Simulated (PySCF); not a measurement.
## Worked example: chemical shift, span and skew from a shielding tensor

C2H5FO2Si, SMILES CC(=O)O[SiH2]F. Atoms are numbered in the order given.

```xyz
11

Si     0.3883    -1.2816     0.0000
F     -0.7186    -2.4631     0.0000
O     -0.5681     0.1340     0.0000
C      0.1037     1.3030     0.0000
C     -0.7979     2.5041     0.0000
O      1.3138     1.3238     0.0000
H      1.1674    -1.3826     1.2500
H      1.1674    -1.3826    -1.2500
H     -1.4519     2.4736     0.8850
H     -0.1991     3.4221     0.0000
H     -1.4519     2.4736    -0.8850
```

Geometry optimised at B3LYP-D3(BJ)/def2-SVP. One conformer was computed; it need not be the lowest.

GIAO shieldings from HF/pcSseg-1 in PySCF, non-relativistic, no solvent. The symmetric part of the tensor of F2 has the principal values 339.0, 409.9, 415.7 ppm. The same nucleus in CFCl3 has σ = 238.5 ppm at this level (PySCF, at its B3LYP-D3(BJ)/def2-TZVP geometry).

Task: Work out the isotropic shielding, the ¹⁹F shift against CFCl3, the span and the skew.

Result: 
σ(iso) = (σ11 + σ22 + σ33)/3 = 388.2 ppm. δ = σ(ref) − σ(iso) = 238.5 − (388.2) = -149.7 ppm.
Span Ω = σ33 − σ11 = 76.7 ppm. Skew κ = 3(σ(iso) − σ22)/Ω = -0.85. Tumbling in solution averages the tensor to δ; in a static solid the shielding alone would spread this spin-1/2 line over Ω.
